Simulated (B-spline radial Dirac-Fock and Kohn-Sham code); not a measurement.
# Binding energies of Li

System: atomic lithium in the configuration [He] 2s1; nuclear rms radius 2.444 fm (A = 7).

The computed values come from a radial finite-basis atomic code: Dirac-Fock energy differences between relaxed states, corrected for Breit and QED terms. No correlation. Energies are counted from the vacuum level. Subshells whose hole state is unreliable or did not converge are left out.

All terms are in eV, carry their sign (relaxation lowers the binding energy) and add up to the binding energy; ⟨r⟩ is the mean radius of the orbital in the initial state.

| subshell | −ε (Koopmans) | relaxation | Gaunt | retardation | QED | binding energy | ⟨r⟩ (bohr) |
| --- | --- | --- | --- | --- | --- | --- | --- |
| 2s | 5.34 | 0.00 | 0.00 | 0.00 | 0.00 | 5.34 | 3.873 |

Going to the tabulated ground configuration of the next ion removes an electron from L1 (2s), computed at 5.34 eV. NIST lists 5.391715 eV as the ionisation energy of this species (measured), +0.05 eV from the computed value. The gap is mostly the missing electron correlation.
